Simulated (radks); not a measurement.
All-electron atom: the barium ion Ba+ in [Xe] 6s1. All-electron calculation, Dirac Kohn-Sham, Slater X-alpha with alpha = 0.865, spin-unpolarised, spherical densities, finite nucleus; Fermi nuclear charge, rms radius 4.8378 fm. Program: a radial shooting solver on a logarithmic mesh with Libxc functionals.

Normalised radial functions P(r) = r R(r) (large component), r in bohr:

| r | 5p3/2 | 6s1/2 |
|---|---|---|
| 0.0008933 | 0.0003 | 0.0106 |
| 0.001211 | 0.0006 | 0.0137 |
| 0.001641 | 0.0010 | 0.0176 |
| 0.002224 | 0.0019 | 0.0224 |
| 0.003014 | 0.0033 | 0.0281 |
| 0.004084 | 0.0058 | 0.0346 |
| 0.00558 | 0.0102 | 0.0418 |
| 0.007562 | 0.0175 | 0.0482 |
| 0.01025 | 0.0295 | 0.0523 |
| 0.01389 | 0.0481 | 0.0516 |
| 0.01882 | 0.0756 | 0.0427 |
| 0.02551 | 0.1125 | 0.0220 |
| 0.03458 | 0.1549 | -0.0111 |
| 0.04686 | 0.1898 | -0.0510 |
| 0.06351 | 0.1915 | -0.0814 |
| 0.08607 | 0.1273 | -0.0767 |
| 0.1176 | -0.0228 | -0.0168 |
| 0.1594 | -0.2031 | 0.0748 |
| 0.216 | -0.2869 | 0.1247 |
| 0.2927 | -0.1414 | 0.0559 |
| 0.3967 | 0.1949 | -0.1026 |
| 0.5376 | 0.4318 | -0.1820 |
| 0.7286 | 0.2624 | -0.0449 |
| 0.9875 | -0.2600 | 0.2027 |
| 1.338 | -0.7334 | 0.2858 |
| 1.814 | -0.8274 | 0.0639 |
| 2.458 | -0.5753 | -0.3123 |
| 3.358 | -0.2507 | -0.5578 |
| 4.551 | -0.0684 | -0.5153 |
| 6.168 | -0.0101 | -0.2897 |
| 8.36 | -0.0007 | -0.0929 |
| 11.33 | 0.0000 | -0.0151 |

5p3/2: eigenvalue -25.406 eV, 3 radial nodes at r = 0.113, 0.336, 0.860 bohr, <r> = 1.89 bohr, 90 % of the charge inside 2.77 bohr. 6s1/2: eigenvalue -7.963 eV, 5 radial nodes at r = 0.0316, 0.125, 0.328, 0.771, 1.91 bohr, <r> = 4.16 bohr, 90 % of the charge inside 5.98 bohr.
